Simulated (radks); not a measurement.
Valence configurations of the terbium ion Tb+ (all share [Xe]). Method: scalar-relativistic Kohn-Sham, PBE, spin-polarised, spherical densities, finite nucleus; open shells are filled with parallel spins first (spin-orbit coupling, left out, can overturn this in heavy ions); Fermi nuclear charge, rms radius 5.06 fm; computed with a radial shooting solver on a logarithmic mesh with Libxc functionals. Energies are relative to 4f9 6s1; eigenvalues in eV for spin up.

| valence | E (eV) | moment (Bohr magnetons) | e(4f) | e(5d) | e(6p) | e(6s) |
|---|---|---|---|---|---|---|
| 4f9 6s1 | 0.000 | 6 | -10.746 | - | - | -9.127 |
| 4f8.5 6s1 6p0.5 | 1.520 | 7 | -15.458 | - | -6.628 | -10.385 |
| 4f8 6s2 | 1.673 | 6 | -19.452 | - | - | -10.437 |
| 4f9 6s0.5 6p0.5 | 1.717 | 6 | -11.401 | - | -6.041 | -9.476 |
| 4f9 5d1 | 1.888 | 6 | -9.039 | -6.249 | - | - |
| 4f9 6p1 | 3.426 | 6 | -12.046 | - | -6.403 | - |
| 4f10 | 3.858 | 4 | -5.113 | - | - | - |
| 4f8 6s1 6p1 | 4.781 | 8 | -20.591 | - | -7.489 | -11.576 |
| 4f8 6p2 | 8.856 | 8 | -21.821 | - | -8.047 | - |
| 4f7 6s1 6p2 | 17.313 | 10 | -31.827 | - | -9.027 | -13.795 |

NIST lists [Xe] 4f9 6s1 as the ground configuration; this level of theory agrees among the configurations tried. The energies are those of spherical high-spin densities, not of single terms.
